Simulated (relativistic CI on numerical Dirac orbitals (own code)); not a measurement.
## Line list: Electric-dipole lines, Cs⁵⁺

Method of calculation: Dirac-Coulomb-Breit CI, separate exchange-only KLI orbitals for each configuration, a model potential for QED, valence Slater integrals scaled by 0.9, configuration energies shifted to the measured levels that pair with them (semi-empirical) (own radial code, finite nucleus).

CI space (outside the closed core [Kr] 4d10): 5s2 5p2, 5s 5p3, 5s2 5p 5d, 5s2 5p 6s, 5p4, 5s2 4f2, 5s2 5d2, 5s2 5p 4f, 5s 5p2 5d, 5s2 5p 5f, 5s2 5p 5g, 5s2 4f 5d, 5p2 4f2, 5s2 5p 6p, 5s 5p2 5f, 5p2 5d2, 5s 5p2 4f, 5s 5p2 5g, 5s2 5f2, 5p3 4f, 5s2 5p 6d, 5p3 5d, 5s 5p 4f2, 5s 5p 4f 5d, 5s2 5p 7s, 5s 5p2 6s, 5s 5p 5d2, 5s2 5g2, 5s 5p 4f 6s, 5s2 5p 7p. Levels of other configurations are missing.

| λ vac (nm) | Lower | Upper | A (s⁻¹) | log gf | S velocity/length |
| --- | --- | --- | --- | --- | --- |
| 41.053 | 5s2 5p2 3P_2 [3] | 5s2 5p 6s 3P°_2 [43] | 5.11e+09 | -0.19 | 0.86 |
| 43.418 | 5s2 5p2 1D_2 [4] | 5s2 5p 6s 1P°_1 [44] | 1.37e+10 | 0.07 | 0.83 |
| 43.445 | 5s2 5p2 3P_1 [2] | 5s2 5p 6s 3P°_0 [40] | 1.13e+10 | -0.49 | 0.86 |
| 44.162 | 5s2 5p2 1D_2 [4] | 5s2 5p 6s 3P°_2 [43] | 3.38e+09 | -0.31 | 0.85 |
| 44.183 | 5s2 5p2 3P_2 [3] | 5s2 5p 6s 3P°_1 [41] | 7.35e+09 | -0.19 | 0.84 |
| 46.904 | 5s2 5p2 1S_0 [5] | 5s2 5p 6s 1P°_1 [44] | 7.23e+09 | -0.15 | 0.83 |
| 47.593 | 5s2 5p2 3P_2 [3] | 5s2 5p 5d 1F°_3 [38] | 4.48e+09 | 0.03 | 0.96 |
| 49.166 | 5s2 5p2 3P_0 [1] | 5s2 5p 5d 3D°_1 [30] | 5.51e+09 | -0.22 | 0.97 |
| 49.413 | 5s2 5p2 3P_1 [2] | 5s2 5p 5d 3P°_1 [36] | 1.23e+10 | 0.13 | 0.95 |
| 49.928 | 5s2 5p2 3P_1 [2] | 5s2 5p 5d 3P°_0 [34] | 2.37e+10 | -0.05 | 0.94 |
| 49.962 | 5s2 5p2 3P_1 [2] | 5s2 5p 5d 3D°_2 [33] | 1.15e+10 | 0.33 | 0.97 |
| 50.323 | 5s2 5p2 3P_0 [1] | 5s2 5p 5d 3D°_1 [27] | 2.19e+10 | 0.40 | 0.95 |
| 50.807 | 5s2 5p2 3P_2 [3] | 5s2 5p 5d 3P°_1 [36] | 7.29e+09 | -0.07 | 0.94 |
| 51.228 | 5s2 5p2 3P_2 [3] | 5s2 5p 5d 3D°_3 [35] | 2.80e+10 | 0.89 | 0.96 |
| 51.388 | 5s2 5p2 3P_2 [3] | 5s2 5p 5d 3D°_2 [33] | 1.92e+10 | 0.58 | 0.95 |
| 51.822 | 5s2 5p2 1D_2 [4] | 5s2 5p 5d 1F°_3 [38] | 2.92e+10 | 0.91 | 0.96 |
| 52.200 | 5s2 5p2 3P_1 [2] | 5s2 5p 5d 3D°_1 [30] | 1.29e+10 | 0.20 | 0.94 |
| 53.450 | 5s2 5p2 3P_1 [2] | 5s2 5p 5d 3P°_2 [28] | 1.71e+10 | 0.56 | 0.94 |
| 53.923 | 5s2 5p2 3P_0 [1] | 5s 5p3 3S°_1 [20] | 3.72e+09 | -0.31 | 0.91 |
| 54.757 | 5s2 5p2 1D_2 [4] | 5s2 5p 5d 3P°_2 [37] | 2.39e+10 | 0.73 | 0.94 |
| 54.916 | 5s2 5p2 1S_0 [5] | 5s2 5p 5d 1P°_1 [39] | 2.18e+10 | 0.47 | 0.96 |
| 55.085 | 5s2 5p2 3P_2 [3] | 5s2 5p 5d 3P°_2 [28] | 6.84e+09 | 0.19 | 0.91 |
| 55.656 | 5s2 5p2 1D_2 [4] | 5s2 5p 5d 3P°_1 [36] | 6.05e+09 | -0.07 | 0.91 |
| 56.161 | 5s2 5p2 1D_2 [4] | 5s2 5p 5d 3D°_3 [35] | 3.07e+09 | 0.01 | 0.96 |
| 56.353 | 5s2 5p2 1D_2 [4] | 5s2 5p 5d 3D°_2 [33] | 2.03e+09 | -0.32 | 0.92 |
| 57.595 | 5s2 5p2 3P_1 [2] | 5s 5p3 3S°_1 [20] | 5.53e+09 | -0.08 | 0.89 |
| 59.217 | 5s2 5p2 1D_2 [4] | 5s2 5p 5d 3D°_1 [30] | 8.09e+09 | 0.11 | 0.88 |
| 59.498 | 5s2 5p2 3P_2 [3] | 5s 5p3 3S°_1 [20] | 1.38e+10 | 0.34 | 0.88 |
| 60.162 | 5s2 5p2 3P_2 [3] | 5s2 5p 5d 3F°_3 [19] | 1.52e+09 | -0.24 | 0.97 |
| 72.866 | 5s2 5p2 3P_2 [3] | 5s 5p3 3P°_2 [12] | 1.17e+09 | -0.33 | 0.82 |

Terms are leading LS components. Brackets give the number of a level in order of energy, since labels repeat. The list gives strong lines, with weight on those to low levels, without configurations that were not tied to measured data, among the lowest 400 of 1294 levels, so that lines to higher ones, which can be the strongest, are missing, and without 1 line that miss the measured interval by over 7 %, start from a term whose rates miss tabulated ones by over 60 %, have gauges far apart or, lacking measured levels, span too small a gap for the errors found; lines with a level outside our table were not tested and can miss by more. Levels whose partners in the same complex of configurations lie outside the list can be far off, and so can their lines. Rates are taken at the computed energies, electric ones in the length gauge. A velocity-to-length ratio far from 1 marks an uncertain rate.

Configurations whose levels could be paired with our table of measured levels were shifted onto them, all but the ground configuration, by the median error of their levels; single terms can still be off by 1,000 to 2,000 cm⁻¹ or more, and rates follow the energies as ν³ (E1, M1) or ν⁵ (E2). The others borrow a shift and can be off by several thousand cm⁻¹ or more. Levels and lines within the n = 5 or 6 shells can be off by up to 10 % or somewhat more, and those that change n by about 2 %, since core polarisation is missing. 22 of the 29 excited levels that our extract of the measured tables holds in this range could be paired (the sources list more); they are missed by 1175 cm⁻¹ on average and 9805 at most, after the shifts were fitted to these levels, and levels without a partner can miss by more. Levels that differ in their count of f electrons can be misplaced by several ten thousand cm⁻¹, since the correlation energy of f electrons is missing or only estimated; rates across such gaps can be off by orders of magnitude.

LS names give the leading component of a level, which can be under half, so a name can repeat, a term be missing and a line seem to break the LS rules.
